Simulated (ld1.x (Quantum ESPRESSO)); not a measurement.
## Cu, PAW: configuration errors across variants

```
Element                 : copper
Generator               : ld1.x (Quantum ESPRESSO) 7.5
Type                    : PAW
Functional              : PBE
Relativity              : scalar-relativistic
Frozen core             : [Ar]
Valence charge          : 11
Reference configuration : 3d10 4s0.5 4p0.5
Partial waves           : 4s (bound): rcut 1.75, rcutus 2.20 bohr; 4s channel at 2.3 Ry: rcut 1.75, rcutus 2.20 bohr; 4p (bound): rcut 2.75, rcutus 3.45 bohr; 4p channel at 3.4 Ry: rcut 2.75, rcutus 3.45 bohr; 3d (bound): rcut 1.35, rcutus 1.60 bohr; 3d channel at 0.4 Ry: rcut 1.35, rcutus 1.60 bohr
Local potential         : all-electron potential smoothed inside 3.00 bohr (lloc = -1)
Core correction         : Bessel-smoothed model core, default radius (core density twice the valence density)
Augmentation charge     : PSQ, inside the norm-conserving radii
```

All-electron excitation energies from the reference (eV): (1) 3d10 4s1 4p0 -2.009; (2) 3d10 4s0 4p0 6.139; (3) 3d9 4s0 4p0 27.471; (4) 3d10 4s0.5 4p0 1.153; (5) 3d9 4s1 4p0 9.569; (6) 3d9 4s1 4p1 4.801; (7) 3d8 4s0 4p0 66.491.

A true bound ghost makes a file unfit for plane-wave use even where its test errors are small: the radial tests pick states by their node count and pass the ghost by.

Errors AE − PS in meV (a dash: test not solved or not reliable):

```csv
change,(1),(2),(3),(4),(5),(6),(7),bound ghosts
base,-0.4,-4.9,-73,-0.4,-80,-88,-670,none
"waves 4p (bound): rcut 2.26, rcutus 2.40 bohr; 4p channel at 3.4 Ry: rcut 2.26, rcutus 2.40 bohr",-0.4,-4.9,-73,-0.4,-80,-89,-670,none
"waves 4p (bound): rcut 2.75, rcutus 3.24 bohr; 4p channel at 3.4 Ry: rcut 2.75, rcutus 3.24 bohr",-0.4,-5.0,-73,-0.4,-80,-89,-669,none
"waves 4p (bound): rcut 2.75, rcutus 3.62 bohr; 4p channel at 3.4 Ry: rcut 2.75, rcutus 3.62 bohr",-0.4,-4.9,-73,-0.4,-80,-88,-670,none
"waves 4p (bound): rcut 2.75, rcutus 4.08 bohr; 4p channel at 3.4 Ry: rcut 2.75, rcutus 4.08 bohr",-0.4,-4.9,-73,-0.4,-80,-87,-670,none
"waves 4p (bound): rcut 2.75, rcutus 4.70 bohr; 4p channel at 3.4 Ry: rcut 2.75, rcutus 4.70 bohr",-0.5,-4.8,-73,-0.4,-80,-344,-671,p
"waves 4p (bound): rcut 2.75, rcutus 5.16 bohr; 4p channel at 3.4 Ry: rcut 2.75, rcutus 5.16 bohr",-0.5,-4.8,-73,-0.4,-80,-209,-671,p
```

**Question.** Give the same row for: waves 4p (bound): rcut 2.50, rcutus 2.64 bohr; 4p channel at 3.4 Ry: rcut 2.50, rcutus 2.64 bohr.

**Answer.** -0.4, -5.0, -73, -0.4, -80, -89, -669; bound ghosts: none.
